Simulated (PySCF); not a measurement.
# C₆ coefficients of unlike pairs at BP86

Calculated with PySCF 2.14 from the dipole response of each species, C₆(A,B) = (3/π) ∫ α_A(iu) α_B(iu) du, in atomic units, from isotropic polarisabilities. For ions this is the dispersion term alone; charge-induced terms of lower order in 1/R come first.

```json
{"species": "I(3+)", "configuration": "[Kr] 4d10 5s2 5p2 (3P)", "basis": "aug-cc-pVQZ-PP with ECP28MDF (7s7p5d3f2g)", "relativity": "core potential", "α (bohr³)": "10.00", "C₆ (like pair)": "54.93"}
{"species": "N", "configuration": "[He] 2s2 2p3 (4S)", "basis": "aug-cc-pCVTZ-DK with one added diffuse shell each of s, p, d, f type (8s7p5d3f)", "relativity": "spin-free X2C", "α (bohr³)": "8.340", "C₆ (like pair)": "28.70"}
{"species": "O", "configuration": "[He] 2s2 2p4 (3P)", "basis": "aug-cc-pVDZ (4s3p2d)", "relativity": "none", "α (bohr³)": "4.766", "C₆ (like pair)": "14.07"}
{"species": "Ni", "configuration": "[Ar] 3d8 4s2 (3F)", "basis": "aug-cc-pVTZ-DK (8s7p5d3f2g)", "relativity": "spin-free X2C", "α (bohr³)": "45.35", "C₆ (like pair)": "354.1"}
```

(1) Estimate C₆ for Ni with N.

No spin-orbit coupling is included.

The other pairs:

```json
{"pair": "N, I(3+)", "C₆": "39.40"}
{"pair": "Ni, I(3+)", "C₆": "123.5"}
{"pair": "O, N", "C₆": "19.73"}
{"pair": "Ni, O", "C₆": "60.51"}
{"pair": "O, I(3+)", "C₆": "27.70"}
```

Answers

(1) The integral gives 93.68. The combination rule 2 C_A C_B / (C_A α_B/α_A + C_B α_A/α_B) gives 91.90 and the geometric mean 100.8.
